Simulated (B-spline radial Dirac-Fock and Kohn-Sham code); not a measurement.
## X-ray form factors of hafnium in several charge states

These are calculated numbers from a radial atomic solver; the model is relativistic Hartree-Fock (Dirac-Fock) wave functions, averaged over the configuration.

Configurations: Hf⁵³⁺ [Ar] 3d1; Hf⁵⁵⁺ [Ne] 3s2 3p5; Hf⁵⁷⁺ [Ne] 3s2 3p3; Hf⁵⁹⁺ [Ne] 3s2 3p1; Hf⁶⁰⁺ [Ne] 3s2; Hf⁶⁸⁺ [He] 2s2; Hf⁶⁹⁺ [He] 2s1; Hf⁷⁰⁺ 1s2. The first column is f₀ of Hf⁵³⁺, the others are differences from it.

```
s (Å⁻¹)   Hf⁵³⁺  Δ Hf⁵⁵⁺  Δ Hf⁵⁷⁺  Δ Hf⁵⁹⁺  Δ Hf⁶⁰⁺  Δ Hf⁶⁸⁺  Δ Hf⁶⁹⁺  Δ Hf⁷⁰⁺
      0  19.000   -2.000   -4.000   -6.000   -7.000  -15.000  -16.000  -17.000
    0.1  18.968   -1.994   -3.987   -5.981   -6.978  -14.970  -15.969  -16.969
    0.2  18.874   -1.976   -3.950   -5.926   -6.914  -14.879  -15.877  -16.875
    0.3  18.719   -1.946   -3.889   -5.834   -6.807  -14.729  -15.724  -16.720
    0.4  18.505   -1.905   -3.804   -5.707   -6.660  -14.522  -15.514  -16.506
    0.5  18.235   -1.853   -3.698   -5.548   -6.476  -14.262  -15.249  -16.237
    0.7  17.545   -1.722   -3.428   -5.145   -6.007  -13.598  -14.573  -15.548
    0.9  16.687   -1.561   -3.097   -4.648   -5.430  -12.774  -13.733  -14.693
    1.1  15.708   -1.380   -2.724   -4.089   -4.779  -11.836  -12.776  -13.717
    1.4  14.115   -1.093   -2.134   -3.202   -3.746  -10.319  -11.223  -12.129
```
